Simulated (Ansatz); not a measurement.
The lowest singlet and triplet of AlCl (SMILES [Al][Cl]); geometries from B3LYP-D3(BJ)/def2-TZVP, each state relaxed from the structure named, with no frequency check.
Singlet (charge 0, multiplicity 1):
```xyz
2

Al     0.00000     0.00000    -1.22411
Cl     0.00000     0.00000     0.93609
```

A positive gap puts the triplet lower; no zero-point energy. R- takes a restricted singlet. The triplet is unrestricted in single-reference levels. Active spaces average the two states.

Frozen-core correlation.

Codes used: Ansatz (a quantum-chemistry and plane-wave program). 

R-PBE/def2-TZVPP gives -66.20 kcal/mol for the gap E(singlet) − E(triplet), vertical, at the singlet's geometry.

Task: Predict the shift from PBE, with its sign, for: R-r2SCAN/def2-TZVPP, R-B3LYP/def2-TZVPP, R-wB97M-V/def2-TZVPP, R-B2PLYP/def2-TZVPP, R-MP2/cc-pV(Q+d)Z, R-CCSD(T)/cc-pV(Q+d)Z, SC-NEVPT2 on SA-CASSCF(2,3)/cc-pV(Q+d)Z, FIC-MRCISD+Q on SA-CASSCF(2,3)/cc-pV(Q+d)Z.

Result: R-r2SCAN/def2-TZVPP 5.61; R-B3LYP/def2-TZVPP -4.16; R-wB97M-V/def2-TZVPP -11.27; R-B2PLYP/def2-TZVPP -3.53; R-MP2/cc-pV(Q+d)Z 1.26; R-CCSD(T)/cc-pV(Q+d)Z -2.40; SC-NEVPT2 on SA-CASSCF(2,3)/cc-pV(Q+d)Z -2.71; FIC-MRCISD+Q on SA-CASSCF(2,3)/cc-pV(Q+d)Z -2.39 kcal/mol. 2 of 8 lie above PBE; the widest gap is to R-wB97M-V/def2-TZVPP.
